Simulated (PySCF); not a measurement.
Does the answer move with the share of exact exchange?

CH₇NOSi₃.
SMILES: `C(#N)[Si@@H](O[SiH3])[SiH3]`

Torsions of this conformer, `[N:1]#[C:2][Si@H:3]([SiH3:4])[O:5][SiH3:6]`: C2–Si3–O5–Si6 44°.

PySCF, pcSseg-1 basis, density fitting, gas phase, PBE0-D3(BJ)/def2-SVP geometry. One functional is left out:

```
functional  exact exchange (%)  HOMO energy (eV)  LUMO energy (eV)  dipole moment (D)
     B97-D                   0             -7.26             -2.05              3.181
      BLYP                   0             -7.11             -2.00              3.158
      BP86                   0             -7.36             -2.29              3.188
       LDA                   0             -7.33             -2.45              3.249
      OPBE                   0             -7.23             -2.04              3.109
       PBE                   0             -7.24             -2.20              3.150
     B97-2                  21             -8.26             -1.31              3.226
      PBE0                  25             -8.49             -1.31              3.229
  mPW1PW91                  25             -8.53             -1.30              3.248
 BHandHLYP                  50             -9.63             -0.28              3.302
```

Q: Predict the row of B3LYP (20 % exact exchange) by straight lines through the other rows, and check it.

A: 
```csv
property,line,computed,computed − line,"B97-2 (21 %), for comparison"
HOMO energy (eV),-8.22,-8.28,-0.06,-8.26
LUMO energy (eV),-1.43,-1.46,-0.03,-1.31
dipole moment (D),3.225,3.226,+0.001,3.226
```

Q: Which of these properties follows the share of exact exchange most closely, and which least?

A: Most closely the HOMO energy, least the dipole moment; the correlations over the tabulated rows are HOMO energy -0.996, LUMO energy 0.978, dipole moment 0.790. The HOMO energy moves by -0.482 eV for every 10 %. Functionals with the same share still differ in their other parts: at 0 % BLYP and BP86 differ by 0.25 eV in it.
